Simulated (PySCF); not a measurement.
Two-component Hartree-Fock for W³³⁺ (tungsten, charge +33)

Start: [Kr] 4d5; 4d3/2 filled at m_j = -3/2, -1/2, +1/2, +3/2; 4d5/2 filled at m_j = +5/2. Calculated with PySCF 2.14 in an uncontracted even-tempered set (17 s from 3.3 bohr⁻², ratio 2.8; 14 p from 4.3 bohr⁻², ratio 2.8; 9 d from 4.3 bohr⁻², ratio 2.8; 3 f from 18 bohr⁻², ratio 3): generalised Hartree-Fock with the X2C-1e Hamiltonian and a Gaussian nucleus; one run each with spin-orbit coupling (SO) switched off, then screened by Boettger's factors.

```
spinor shell  electrons  ε, spin-free (eV)  ε, screened SO (eV)  weight of nominal j (screened SO)  rms radius, screened SO (bohr)
       1s1/2          2           -71206.8             -71184.3                              1.000                          0.0208
       2s1/2          2           -13519.0             -13511.2                              1.000                          0.0839
       2p1/2          2           -11991.1             -12959.0                              1.000                          0.0713
       2p3/2          4           -11991.1             -11597.0                              1.000                          0.0787
       3s1/2          2            -4162.6              -4159.6                              1.000                           0.213
       3p1/2          2            -3701.1              -3916.0                              1.000                           0.204
       3p3/2          4            -3701.1              -3611.0                              1.000                           0.218
       3d3/2          4            -3169.6              -3210.4                              0.999                           0.192
       3d5/2          6            -3169.6              -3139.3                              0.999                           0.197
       4s1/2          2            -1767.6              -1766.4                              1.000                           0.444
       4p1/2          2            -1592.0              -1664.6                              0.997                           0.447
       4p3/2          4            -1592.0              -1560.5                              0.998                           0.475
       4d3/2          4            -1399.0              -1403.3                              0.974                           0.463
       4d5/2          1            -1399.0              -1384.7                              1.000                           0.470
```

| quantity | spin-free | screened SO |
| --- | --- | --- |
| E (hartree) | -15536.44770 | -15556.29283 |
| M_J | 5/2 | 5/2 |
| ⟨J²⟩ | 8.750 | 8.754 |
| ⟨L²⟩ | 0.000 | 4.914 |
| ⟨S²⟩ | 8.750 | 3.481 |

Each row is a mean over spinors that exchange with the open shell spreads, by up to 19.544 eV (4p3/2).

Breit and QED terms are absent; they matter most for the inner s and p1/2 levels.

Densities and radii are taken from the X2C orbitals without a picture-change correction, which distorts them close to the nucleus.

Without spin-orbit coupling the j labels of p, d and f shells carry no meaning; the spin-free column gives the mean over the occupied spinors of each nl shell.
